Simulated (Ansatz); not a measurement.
`CCCCC(O)CC`, charge 0, multiplicity 1.

Question: Give a relaxed structure at PBE0-D4/def2-TZVP (Ansatz). (Best estimate.)

Answer: Computed: 
Cartesian coordinates in Å:
```
C 0.5575 -2.7673 -2.0972
C 0.2449 -1.4210 -1.4674
C 0.9903 -1.2031 -0.1601
C 0.7864 0.1724 0.4597
C -0.6463 0.4794 0.8521
O -1.0660 -0.5615 1.7210
C -0.8000 1.8363 1.5249
C -0.4868 3.0191 0.6245
H 1.6247 -2.8610 -2.3180
H 0.2891 -3.5858 -1.4234
H 0.0105 -2.9132 -3.0317
H 0.4980 -0.6174 -2.1701
H -0.8334 -1.3468 -1.2933
H 2.0625 -1.3488 -0.3360
H 0.6878 -1.9689 0.5601
H 1.4075 0.2631 1.3584
H 1.1263 0.9413 -0.2416
H -1.2727 0.4758 -0.0546
H -1.9539 -0.3585 2.0257
H -1.8357 1.9224 1.8783
H -0.1664 1.8532 2.4183
H -0.7183 3.9625 1.1233
H 0.5681 3.0478 0.3448
H -1.0739 2.9801 -0.2977
```
This is one stationary point; other conformers may exist.
